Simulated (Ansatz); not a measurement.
Consider the ligand exchange at a Y–O bond: `[CH3][Y]([OH])[F]` + HCl → `[CH3][Y]([F])[Cl]` + H₂O.

Program: Ansatz. Geometries: PBE0-D4/def2-TZVP. ΔE: electronic, gas phase. CCSD(T)/CBS adds triple-zeta CCSD(T) − MP2 to the extrapolated MP2 energy (def2 sets, frozen cores). This one scheme is used for every species. DFT in def2-TZVPP. Elements past krypton have def2 core potentials. For Y outer-core shells are correlated without core-valence functions, which leaves a few kJ/mol of doubt a bond. Each species was taken in one conformer, which may not be the lowest.

Task: Is it downhill or uphill in electronic energy at CCSD(T)/CBS, and by how much? (An estimate is asked.)

Result: The calculation gave: Downhill: ΔE = -59.3 kJ/mol.

Task: What do these levels give: CAM-B3LYP-D4, ωB97X-V, BLYP, r2SCANh, SCS-MP2/def2-TZVPP, MP2/CBS(def2)? (Estimate.)

Result: Ansatz gave: CAM-B3LYP-D4 -51.1, ωB97X-V -55.7, BLYP -47.7, r2SCANh -61.3, SCS-MP2/def2-TZVPP -53.0, MP2/CBS(def2) -59.1 kJ/mol.

Largest T1 diagnostic among the species: 0.014.

Leaving LDA and LC-ωPBE aside and taking each functional with its dispersion term where it has one, the values, not all of them listed here, spread over 16.3 kJ/mol, from r2SCAN0-D4 to BLYP-D4. LDA lies +5.2 kJ/mol from PBE without D4. At CCSD(T), def2-SVP lies +15.6 kJ/mol from the extrapolated value and def2-TZVPP +4.8 kJ/mol.
